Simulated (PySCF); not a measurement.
**Al: excitation energy**

Al [Ne] 3s2 3p1 (2P) → Al [Ne] 3s1 3p2 (4P), as a difference of total energies. Computed with PySCF 2.14 in x2c-TZVPPall (5s5p3d1f, 42 functions), with scalar relativity by spin-free X2C-1e. Correlated levels: valence: [Ne] frozen; valence and next inner shell: 1s2 frozen. The calculations carry no spin-orbit coupling.

| method | excitation energy (eV) | error (eV) |
| --- | --- | --- |
| UHF | 2.435 | -1.163 |
| LDA | 3.700 | +0.102 |
| PBE | 3.595 | -0.003 |
| PBE0 | 3.474 | -0.124 |
| r2SCAN | 3.203 | -0.395 |
| PBEsol | 3.514 | -0.084 |
| B2PLYP | 3.712 | +0.114 |
| PW91 | 3.598 | 0.000 |
| BLYP | 3.939 | +0.341 |
| ROHF | 2.332 | -1.266 |
| MP2 (valence) | 3.157 | -0.441 |
| SCS-MP2 (valence) | 3.455 | -0.143 |
| MP2 (valence and next inner shell) | 3.305 | -0.293 |
| SCS-MP2 (valence and next inner shell) | 3.569 | -0.029 |

Reference: 3.598 eV (measured; NIST levels, between the centres of gravity of the two terms).

Errors of the correlated levels include the incompleteness of this basis and the frozen core.
